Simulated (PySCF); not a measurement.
A side-by-side comparison of computed properties.

First species: C7H10O2Si.
Geometry (GFN2-xTB, Å), atoms numbered from 1 in this order:
```
atom  x, y, z in Å
C1     2.5098    0.7970    1.2442
C2     1.2586   -0.0385    1.1167
O3     0.9323   -0.8615    1.9512
C4     0.4838    0.2134   -0.0917
C5    -0.6099   -0.4631   -0.5248
C6    -1.3577   -1.5761    0.1165
C7    -2.2883   -0.9486    1.1275
O8    -3.4785   -0.8861    1.0145
C9    -0.9805    0.1862   -1.8270
Si10   0.5281    1.3657   -1.5936
H11    3.0294    0.5595    2.1687
H12    2.2442    1.8520    1.2305
H13    3.1624    0.6035    0.3954
H14   -1.9327   -2.1391   -0.6203
H15   -0.6595   -2.2155    0.6619
H16   -1.7553   -0.5103    1.9882
H17   -0.9579   -0.5094   -2.6649
H18   -1.9765    0.6263   -1.8018
H19    0.2162    2.7713   -1.3560
H20    1.6266    1.1840   -2.5382
```

Second species: C7H10O2Si.
Atom-mapped SMILES: `[CH3:1][c:2]1[cH:3][c:4]([CH2:5][SiH3:6])[cH:7][o:8][c:9]1=[O:10]` (hydrogens: H11, H12, H13 on C1; H14 on C3; H15, H16 on C5; H17, H18, H19 on Si6; H20 on C7)

Cartesian coordinates in Å at the GFN2-xTB level; atoms count from 1:
```xyz
20
C7H10O2Si angstrom
C     -2.7836   -1.1864    0.0154
C     -1.6850   -0.1772    0.0079
C     -0.4471   -0.4018    0.5062
C      0.5627    0.6075    0.4642
C      1.9296    0.3318    0.9831
Si     2.9434   -0.7072   -0.2658
C      0.2178    1.7849   -0.1029
O     -0.9979    2.0453   -0.6048
C     -2.0059    1.1176   -0.5840
O     -3.0774    1.4261   -1.0496
H     -3.1460   -1.3390   -1.0002
H     -3.6243   -0.8118    0.5981
H     -2.4450   -2.1316    0.4311
H     -0.2011   -1.3567    0.9503
H      1.8586   -0.2077    1.9277
H      2.4455    1.2707    1.1806
H      4.2574   -0.9589    0.3246
H      3.0579    0.0502   -1.5103
H      2.2473   -1.9717   -0.5056
H      0.8881    2.6266   -0.2028
```

Levels: PBE0/pcSseg-1 for dipole moment, HOMO energy, LUMO energy and HOMO–LUMO gap; GFN2-xTB for rotational constant A and rotational constant C. Geometries: GFN2-xTB. Each species is one conformer at its optimised geometry, gas phase, non-relativistic unless stated. Electronic properties by PySCF.

Dipoles, sizes and rotational constants follow the conformer. The torsions of the flexible species, by atom-mapped SMILES:
- `[CH3:1][C:2](=[O:3])[C:4]1=[C:5]([CH2:6][CH:7]=[O:8])[CH2:9][SiH2:10]1`: C1–C2–C4–C5 174°, C4–C5–C6–C7 82°, C5–C6–C7–O8 109°
- `[CH3:1][c:2]1[cH:3][c:4]([CH2:5][SiH3:6])[cH:7][o:8][c:9]1=[O:10]`: C3–C4–C5–Si6 78°

```json
{"property": "dipole moment", "column X": "3.95 D", "column Y": "4.81 D"}
{"property": "HOMO energy", "column X": "-7.20 eV", "column Y": "-6.56 eV"}
{"property": "LUMO energy", "column X": "-1.92 eV", "column Y": "-1.60 eV"}
{"property": "HOMO–LUMO gap", "column X": "5.28 eV", "column Y": "4.96 eV"}
{"property": "rotational constant A", "column X": "1.429 GHz", "column Y": "2.314 GHz"}
{"property": "rotational constant C", "column X": "0.612 GHz", "column Y": "0.555 GHz"}
```

(1) Which column belongs to which species?

(2) How does each property change from the first species to the second?

Results:

(1) Column X is the first species and column Y the second. The first has 20 atoms and 82 electrons, the second 20 and 82.

(2) dipole moment +0.86 D; HOMO energy +0.64 eV; LUMO energy +0.32 eV; HOMO–LUMO gap -0.32 eV; rotational constant A +0.885 GHz; rotational constant C -0.057 GHz.

On the first: In atomic units the dipole is 1.56 e·bohr (1 au = 2.5417 D).

On the second: The dipole equals about 16.0 × 10⁻³⁰ C·m (1 D = 3.33564 × 10⁻³⁰ C·m).
